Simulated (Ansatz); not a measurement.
Geometry optimisation, RKS PBE0/6-31G* (Ansatz).

Input:

```yaml
crystal:
  periodic: [false, false, false]
  atoms:
    - { symbol: C, position_ang: [-1.6245, -0.8545, 0.649] }
    - { symbol: B, position_ang: [-0.115, -1.1052, 0.7409] }
    - { symbol: C, position_ang: [0.9655, -0.2114, -0.0106] }
    - { symbol: C, position_ang: [0.4869, 0.9522, -0.8192] }
    - { symbol: O, position_ang: [1.4428, 1.6439, -1.4691] }
    - { symbol: H, position_ang: [-1.8931, 0.2192, 1.0311] }
    - { symbol: H, position_ang: [-2.2035, -1.5579, 1.2386] }
    - { symbol: H, position_ang: [-1.9596, -0.8591, -0.428] }
    - { symbol: H, position_ang: [0.2532, -2.0007, 1.4384] }
    - { symbol: H, position_ang: [1.6856, 0.1964, 0.7999] }
    - { symbol: H, position_ang: [1.5742, -0.8762, -0.6463] }
    - { symbol: H, position_ang: [-0.2467, 0.5467, -1.5807] }
    - { symbol: H, position_ang: [-0.2244, 1.6523, -0.1775] }
    - { symbol: H, position_ang: [1.8456, 2.225, -0.7378] }
basis:
  gaussian: { orbitals: "6-31G*" }
hamiltonian:
  xc: pbe0
relax:
  f_tol: 0.02
  max_steps: 50
```

Launched with:

```bash
$ ansatz run input.yaml --threads 2 --pin off --max-ram 3072MiB --backend cpu --events-out ev --progress --plain --runs-dir out
```

**Question.** Where does it end, and by what steps?

**Answer.** It converged. The force dipped under the threshold on the way, but the program's further checks kept it going. After 26 steps the energy has fallen by 0.512 eV; H8 moved furthest, 1.00 Å.

```tsv
step	energy less start (eV)	largest force component (eV/Å)	accepted
0	0.0000	4.489	yes
1	-0.4162	1.759	yes
2	-0.4729	0.545	yes
3	-0.4922	0.065	yes
4	-0.4946	0.058	yes
5	-0.4952	0.040	yes
6	-0.4955	0.065	yes
7	-0.4957	0.047	yes
8	-0.4961	0.145	yes
9	-0.4970	0.076	yes
10	-0.5009	0.074	yes
11	-0.5028	0.109	yes
12	-0.5001	0.348	no
13	-0.5049	0.047	yes
14	-0.5062	0.168	yes
15	-0.5077	0.089	yes
16	-0.5093	0.028	yes
17	-0.5095	0.132	yes
18	-0.5105	0.039	yes
19	-0.5108	0.024	yes
20	-0.5110	0.080	yes
21	-0.5113	0.027	yes
22	-0.5115	0.010	yes
23	-0.5116	0.024	yes
24	-0.5117	0.031	yes
25	-0.5117	0.019	yes
26	-0.5118	0.006	yes
```

```xyz
14
Properties=species:S:1:pos:R:3
C -1.685 -0.906 0.615
B -0.131 -1.096 0.652
C 0.930 -0.149 -0.014
C 0.441 1.107 -0.717
O 1.467 1.817 -1.383
H -2.051 0.030 0.181
H -2.115 -1.024 1.619
H -2.112 -1.738 0.033
H 0.296 -2.071 1.220
H 1.669 0.111 0.767
H 1.514 -0.759 -0.724
H -0.281 0.846 -1.498
H -0.089 1.758 -0.001
H 2.134 2.044 -0.721
```

The run took 52 s on 2 threads of Arm Neoverse V2, on a shared host, peak memory 0.19 GiB.
